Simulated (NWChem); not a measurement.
The numbers come from NWChem runs, not from measurements. System: tin monoxide (OSn), charge 0, spin multiplicity 1, at a geometry optimised with PBE0/def2-SVP with def2 effective core potentials on Sn. Level: MP2/def2-TZVP with def2 effective core potentials on Sn, 5 core orbitals frozen.

The NWChem input:

```
start mol
memory heap 200 mb stack 900 mb global 1100 mb
geometry units angstroms nocenter noautoz
  Sn     0.000000     0.000000     0.253566
  O      0.000000     0.000000    -1.584789
  symmetry group C2v
end
basis spherical
  * library def2-tzvp
end
ecp
  Sn library def2-ecp
end
scf
  rhf
  nopen 0
  maxiter 100
  thresh 1e-7
  semidirect memsize 60000000 filesize 0
end
mp2
  freeze core 5
end
task mp2 energy
```

Output (cleaned and shortened):

```
             Northwest Computational Chemistry Package (NWChem) 7.3.0
             --------------------------------------------------------

                                NWChem Input Module
                                -------------------

 Scaling coordinates for geometry "geometry" by  1.889725989
 (inverse scale =  0.529177249)

 Turning off AUTOSYM since
 SYMMETRY directive was detected!

                             Geometry "geometry" -> ""
                             -------------------------

 Output coordinates in angstroms (scale by  1.889725989 to convert to a.u.)

  No.       Tag          Charge          X              Y              Z
 ---- ---------------- ---------- -------------- -------------- --------------
    1 Sn                  50.0000     0.00000000     0.00000000     0.25356600
    2 O                    8.0000     0.00000000     0.00000000    -1.58478900

 Effective nuclear repulsion energy (a.u.)     115.1414713697

            Nuclear Dipole moment (a.u.)
            ----------------------------
        X                 Y               Z
 ---------------- ---------------- ----------------
     0.0000000000     0.0000000000    -0.0000226767

      Symmetry information
      --------------------

 Group name             C2v
 Group number             16
 Group order               4
 No. of unique centers     2

      Symmetry unique atoms

     1    2


 Summary of "ao basis" -> "" (spherical)
 ------------------------------------------------------------------------------
       Tag                 Description            Shells   Functions and Types
 ---------------- ------------------------------  ------  ---------------------
 *                         def2-tzvp                  on all atoms

 Summary of "ao basis" -> "ao basis" (spherical)
 ------------------------------------------------------------------------------
       Tag                 Description            Shells   Functions and Types
 ---------------- ------------------------------  ------  ---------------------
 Sn                        def2-tzvp                16       50   6s5p3d2f
 O                         def2-tzvp                11       31   5s3p2d1f

                                 NWChem SCF Module
                                 -----------------

  ao basis        = "ao basis"
  functions       =    81
  atoms           =     2
  closed shells   =    15
  open shells     =     0
  charge          =   0.00
  wavefunction    = RHF
  use symmetry    = T
  symmetry adapt  = T

 Summary of "ao basis" -> "ao basis" (spherical)
 ------------------------------------------------------------------------------
       Tag                 Description            Shells   Functions and Types
 ---------------- ------------------------------  ------  ---------------------
 Sn                        def2-tzvp                16       50   6s5p3d2f
 O                         def2-tzvp                11       31   5s3p2d1f

      Symmetry analysis of basis
      --------------------------

        a1         35
        a2          8
        b1         19
        b2         19

 Forming initial guess at       0.1s

      Superposition of Atomic Density Guess
      -------------------------------------

 Sum of atomic energies:        -323.89641094

      Non-variational initial energy
      ------------------------------

 Total energy =    -287.931784
 1-e energy   =    -580.096242
 2-e energy   =     241.502211
 HOMO         =      -0.341840
 LUMO         =      -0.048453
[...]
    15      0.244530  1 Sn pz                 2      0.230265  1 Sn s
    64     -0.212742  2 O  pz                 3     -0.182463  1 Sn s

 Vector   16  Occ=0.000000D+00  E= 8.320388D-03  Symmetry=b1
              MO Center= -1.3D-15,  5.6D-31,  3.7D-01, r^2= 5.0D+00
   Bfn.  Coefficient  Atom+Function         Bfn.  Coefficient  Atom+Function
  ----- ------------  ---------------      ----- ------------  ---------------
    19      0.640101  1 Sn px                16      0.301117  1 Sn px
    10     -0.249022  1 Sn px                62     -0.214657  2 O  px
    13      0.213108  1 Sn px                56     -0.163869  2 O  px

 Vector   17  Occ=0.000000D+00  E= 8.320388D-03  Symmetry=b2
              MO Center= -1.4D-30,  3.6D-15,  3.7D-01, r^2= 5.0D+00
   Bfn.  Coefficient  Atom+Function         Bfn.  Coefficient  Atom+Function
  ----- ------------  ---------------      ----- ------------  ---------------
    20      0.640101  1 Sn py                17      0.301117  1 Sn py
    11     -0.249022  1 Sn py                63     -0.214657  2 O  py
    14      0.213108  1 Sn py                57     -0.163869  2 O  py

 Vector   18  Occ=0.000000D+00  E= 8.972864D-02  Symmetry=a1
              MO Center=  4.0D-16,  1.3D-15,  7.6D-01, r^2= 8.3D+00
   Bfn.  Coefficient  Atom+Function         Bfn.  Coefficient  Atom+Function
  ----- ------------  ---------------      ----- ------------  ---------------
    21      1.269379  1 Sn pz                18     -0.604702  1 Sn pz
    34      0.329212  1 Sn d  0              64     -0.181233  2 O  pz
     5     -0.160758  1 Sn s

 center of mass
 --------------
 x =   0.00000000 y =   0.00000000 z =   0.06417789

 moments of inertia (a.u.)
 ------------------
         169.976453285028           0.000000000000           0.000000000000
           0.000000000000         169.976453285028           0.000000000000
           0.000000000000           0.000000000000           0.000000000000

  Mulliken analysis of the total density
  --------------------------------------

    Atom       Charge   Shell Charges
 -----------   ------   -------------------------------------------------------
    1 Sn  22    21.18   0.29 -0.77  1.53  0.95  1.04  0.80 -0.40  6.36  0.48  0.60  0.12  8.96  1.05  0.12  0.04  0.01
    2 O    8     8.82   0.79  1.18  0.59  0.97  0.37  1.74  1.97  1.19  0.00  0.02  0.00

       Multipole analysis of the density wrt the origin
       ------------------------------------------------

     L   x y z        total         open         nuclear
     -   - - -        -----         ----         -------
     0   0 0 0      0.000000      0.000000     30.000000

     1   1 0 0     -0.000000      0.000000      0.000000
     1   0 1 0      0.000000      0.000000      0.000000
     1   0 0 1      2.108477      0.000000    -13.416790

     2   2 0 0    -19.705133      0.000000      0.000000
     2   1 1 0      0.000000      0.000000      0.000000
     2   1 0 1     -0.000000      0.000000      0.000000
     2   0 2 0    -19.705133      0.000000      0.000000
     2   0 1 1      0.000000      0.000000      0.000000
     2   0 0 2    -29.284652      0.000000     76.802720

                   NWChem MP2 Semi-direct Energy/Gradient Module
                   ---------------------------------------------

  Basis functions       =     81
  Molecular orbitals    =     81
  Frozen core           =      5
  Frozen virtuals       =      0
  Active alpha occupied =     10
  Active beta occupied  =     10
  Active alpha virtual  =     66
  Active beta virtual   =     66
  Use MO symmetry       = T
  Use skeleton AO sym   = T

  AO/Fock/Back tols     =   1.0D-09  1.0D-09  1.0D-09

 GA uses MA = F    GA memory limited = T

 Available:
  local mem=  1.26D+08
 global mem=  1.44D+08
 local disk=  0.00D+00
  mp2_memr nvloc                    66
  nvloc new                    66
   1 passes of  10:        5242880                      46371                   7438938.
   1 passes of  10: M    126140955           G      144166078           F     120898075.

 Semi-direct pass number   1 of   1  for RHF alpha+beta  at        1.3s
  vrange nnbf                  3310
  mp2_eaftype                    28  avail_ma_in_mb                  1099
 EAF : mp2_eaftype filesize          28    3719469.
  mp2_eaf for mointskh                     28
Node 0 wrote     17.5 Mb in      0.0 s     Agg I/O rate:  1565.2 Mb/s
 Done moints_semi at        3.5s
  mp2_eaftype                    28  avail_ma_in_mb                  1071
 EAF : mp2_eaftype filesize          28    3719469.
  mp2_eaf for kh                    28
 Done maket at        3.5s
 Done multipass loop at        3.5s

          -------------------------------------------
          SCF energy                -288.217214788753
          Correlation energy          -0.568734955984
          Singlet pairs               -0.300515911343
          Triplet pairs               -0.268219044641
          Total MP2 energy          -288.785949744737
          -------------------------------------------

          ---------------------------------------------------
                    Spin Component Scaled (SCS) MP2
          Same spin pairs                     -0.178812696428
          Same spin scaling factor             0.333333333333
          Opposite spin pairs                 -0.389922259557
          Opposite spin scaling fact.          1.200000000000
          SCS-MP2 correlation energy          -0.527510943610
          Total SCS-MP2 energy              -288.744725732363
          ---------------------------------------------------

 -----------------------
 Performance information
 -----------------------

 Timer overhead =  1.71D-07 seconds/call

               Nr. of calls         CPU time (s)                 Wall time (s)                GFlops
             ---------------    -------------------     ------------------------------   -------------------
Name         Min   Avg   Max    Min     Avg     Max     Min     Avg     Max   Mx/calls   Min     Max     Sum
mp2: moin     1     1     1    2.2     2.2     2.2      2.2     2.2     2.2     2.2      0.0     0.0     0.0
mp2: make     1     1     1   9.08E-2 9.08E-2 9.08E-2  9.08E-2 9.08E-2 9.08E-2 9.08E-2   0.0     0.0     0.0
mp2: tota     1     1     1    2.3     2.3     2.3      2.3     2.3     2.3     2.3      0.0     0.0     0.0

 The average no. of pstat calls per process was 3.00D+00
 with a timing overhead of 5.14D-07s

 Task  times  cpu:        3.5s     wall:        3.5s

 Total times  cpu:        3.6s     wall:        3.6s
```
